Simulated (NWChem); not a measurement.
System: bromine monochloride (BrCl); SMILES ClBr

Input file for NWChem:

```
start job
memory heap 200 mb stack 900 mb global 1100 mb
geometry units angstroms noautoz
  Cl     0.000000     0.000000     1.451792
  Br     0.000000     0.000000    -0.712717
end
basis spherical
  * library def2-tzvp
end
dft
  xc becke88 lyp
  iterations 150
end
task dft gradient
```

Parts of the log:

```
             Northwest Computational Chemistry Package (NWChem) 7.3.0
             --------------------------------------------------------

 ORDER OF PRIMARY AXIS IS BEING SET TO 4
 C4V symmetry detected

                             Geometry "geometry" -> ""
                             -------------------------

 Output coordinates in angstroms (scale by  1.889725989 to convert to a.u.)

  No.       Tag          Charge          X              Y              Z
 ---- ---------------- ---------- -------------- -------------- --------------
    1 Cl                  17.0000     0.00000000     0.00000000     1.45688106
    2 Br                  35.0000     0.00000000     0.00000000    -0.70762794

 Effective nuclear repulsion energy (a.u.)     145.4650745988

      Symmetry information
      --------------------

 Group name             C4v
 Group number             18
 Group order               8
 No. of unique centers     2

                                 NWChem DFT Module
                                 -----------------

 Summary of "ao basis" -> "ao basis" (spherical)
 ------------------------------------------------------------------------------
       Tag                 Description            Shells   Functions and Types
 ---------------- ------------------------------  ------  ---------------------
 Cl                        def2-tzvp                13       37   5s5p2d1f
 Br                        def2-tzvp                16       48   6s5p4d1f

      Symmetry analysis of basis
      --------------------------

        a1         29
        a2          0
        b1          8
        b2          8
        e          40

            General Information
            -------------------
          SCF calculation type: DFT
          Wavefunction type:  closed shell.
          No. of atoms     :     2
          No. of electrons :    52
           Alpha electrons :    26
            Beta electrons :    26
          Charge           :     0
          Spin multiplicity:     1
          Use of symmetry is: on ; symmetry adaption is: on
          Maximum number of iterations: 150
          AO basis - number of functions:    85
                     number of shells:    29
          Convergence on energy requested:  1.00D-06
          Convergence on density requested:  1.00D-05
          Convergence on gradient requested:  5.00D-04

              XC Information
              --------------
                    Becke 1988 Exchange Functional  1.000
              Lee-Yang-Parr Correlation Functional  1.000

             Grid Information
             ----------------
          Grid used for XC integration:  medium
          Radial quadrature: Mura-Knowles
          Angular quadrature: Lebedev.
          Tag              B.-S. Rad. Rad. Pts. Rad. Cut. Ang. Pts.
          ---              ---------- --------- --------- ---------
          Cl                  1.00       88           8.0       590
          Br                  1.15      112           8.0       590
          Grid pruning is: on
          Number of quadrature shells:   200
          Spatial weights used:  Erf1

      Superposition of Atomic Density Guess
      -------------------------------------

 Sum of atomic energies:       -3031.87668868

      Non-variational initial energy
      ------------------------------

 Total energy =   -3031.959098
 1-e energy   =   -4507.591883
 2-e energy   =    1330.167710
 HOMO         =      -0.338035
 LUMO         =      -0.131097

      Symmetry analysis of molecular orbitals - initial
      -------------------------------------------------

 !! scf_movecs_sym_adapt:   16 vectors were symmetry contaminated

  Symmetry fudging

 !! scf_movecs_sym_adapt:   14 vectors were symmetry contaminated

  Numbering of irreducible representations:

     1 a1          2 a2          3 b1          4 b2          5 e

  Orbital symmetries:

     1 a1          2 a1          3 a1          4 a1          5 e
     6 e           7 a1          8 a1          9 a1         10 e
    11 e          12 a1         13 e          14 e          15 a1
    16 e          17 e          18 b1         19 b2         20 a1
    21 a1         22 a1         23 e          24 e          25 e
    26 e          27 a1         28 a1         29 e          30 e
    31 a1         32 e          33 e          34 b1         35 b2
    36 e

   convergence    iter        energy       DeltaE   RMS-Dens  Diis-err
 ---------------- ----- ----------------- --------- --------- ---------
 d= 0,ls=0.0,diis     1  -3034.3354934153 -3.18D+03  7.02D-03  1.40D+00
 d= 0,ls=0.0,diis     2  -3034.3516379403 -1.61D-02  5.92D-03  2.04D-01
 d= 0,ls=0.0,diis     3  -3034.3554021984 -3.76D-03  2.81D-03  1.59D-01
 d= 0,ls=0.0,diis     4  -3034.3761645573 -2.08D-02  6.69D-04  6.62D-03
 d= 0,ls=0.0,diis     5  -3034.3764314992 -2.67D-04  3.42D-04  1.50D-03
  Resetting Diis
 d= 0,ls=0.0,diis     6  -3034.3766484380 -2.17D-04  5.05D-05  3.48D-05
 d= 0,ls=0.0,diis     7  -3034.3766546826 -6.24D-06  1.24D-05  4.78D-07
 d= 0,ls=0.0,diis     8  -3034.3766546195  6.31D-08  8.64D-06  8.56D-07

         Total DFT energy =    -3034.376654619497
      One electron energy =    -4506.173601351111
           Coulomb energy =     1445.874824022756
    Exchange-Corr. energy =     -119.542951889963
 Nuclear repulsion energy =      145.465074598821

 Numeric. integr. density =       51.999999795879

                  Occupations of the irreducible representations
                  ----------------------------------------------

                     irrep           alpha         beta
                     --------     --------     --------
                     a1               12.0         12.0
                     a2                0.0          0.0
                     b1                1.0          1.0
                     b2                1.0          1.0
                     e                12.0         12.0

                       DFT Final Molecular Orbital Analysis
                       ------------------------------------

 Vector   24  Occ=2.000000D+00  E=-3.353651D-01  Symmetry=e
              MO Center= -2.0D-13,  2.4D-13,  5.9D-01, r^2= 2.2D+00
   Bfn.  Coefficient  Atom+Function         Bfn.  Coefficient  Atom+Function
  ----- ------------  ---------------      ----- ------------  ---------------
    16      0.317472  1 Cl py                15     -0.255940  1 Cl px
    54      0.241830  2 Br py                53     -0.194959  2 Br px
    19      0.190892  1 Cl py                48     -0.173728  2 Br py
    51      0.159647  2 Br py                13      0.153702  1 Cl py
    18     -0.153894  1 Cl px                47      0.140056  2 Br px

 Vector   25  Occ=2.000000D+00  E=-2.525900D-01  Symmetry=e
              MO Center=  2.7D-15,  5.9D-15,  1.4D-01, r^2= 2.6D+00
   Bfn.  Coefficient  Atom+Function         Bfn.  Coefficient  Atom+Function
  ----- ------------  ---------------      ----- ------------  ---------------
    54      0.374400  2 Br py                16     -0.320934  1 Cl py
    48     -0.266705  2 Br py                51      0.253640  2 Br py
    57      0.249415  2 Br py                19     -0.242824  1 Cl py
    53      0.185389  2 Br px                13     -0.165591  1 Cl py
    15     -0.158914  1 Cl px                47     -0.132062  2 Br px

 Vector   26  Occ=2.000000D+00  E=-2.525900D-01  Symmetry=e
              MO Center=  2.1D-15, -2.8D-15,  1.4D-01, r^2= 2.6D+00
   Bfn.  Coefficient  Atom+Function         Bfn.  Coefficient  Atom+Function
  ----- ------------  ---------------      ----- ------------  ---------------
    53      0.374400  2 Br px                15     -0.320934  1 Cl px
    47     -0.266705  2 Br px                50      0.253640  2 Br px
    56      0.249415  2 Br px                18     -0.242824  1 Cl px
    54     -0.185389  2 Br py                12     -0.165591  1 Cl px
    16      0.158914  1 Cl py                48      0.132062  2 Br py

 Vector   27  Occ=0.000000D+00  E=-1.613041D-01  Symmetry=a1
              MO Center= -8.7D-17, -8.5D-17,  2.0D-01, r^2= 3.1D+00
   Bfn.  Coefficient  Atom+Function         Bfn.  Coefficient  Atom+Function
  ----- ------------  ---------------      ----- ------------  ---------------
    55      0.431115  2 Br pz                20      0.418516  1 Cl pz
    58      0.418219  2 Br pz                17      0.396594  1 Cl pz
    49     -0.287333  2 Br pz                52      0.281159  2 Br pz
     5     -0.265336  1 Cl s                 43      0.240377  2 Br s
    14      0.206602  1 Cl pz                42      0.174668  2 Br s

 Vector   28  Occ=0.000000D+00  E= 1.596007D-01  Symmetry=a1
              MO Center=  6.4D-14, -7.0D-14, -7.8D-01, r^2= 4.6D+00
   Bfn.  Coefficient  Atom+Function         Bfn.  Coefficient  Atom+Function
  ----- ------------  ---------------      ----- ------------  ---------------
    58      1.446862  2 Br pz                55     -0.870447  2 Br pz
     5     -0.408620  1 Cl s                 28     -0.255471  1 Cl d  0
    43      0.231479  2 Br s                 49      0.162429  2 Br pz
    76     -0.138466  2 Br d  0              23     -0.121697  1 Cl d  0
    71     -0.079534  2 Br d  0              52     -0.071698  2 Br pz

[...]

                         DFT ENERGY GRADIENTS

    atom               coordinates                        gradient
                 x          y          z           x          y          z
   1 Cl      0.000000   0.000000   2.753106    0.000000   0.000000  -0.009936
   2 Br      0.000000   0.000000  -1.337223    0.000000   0.000000   0.009936
```

Level: BLYP/def2-TZVP. Structure relaxed at the PBE0/def2-SVP level.
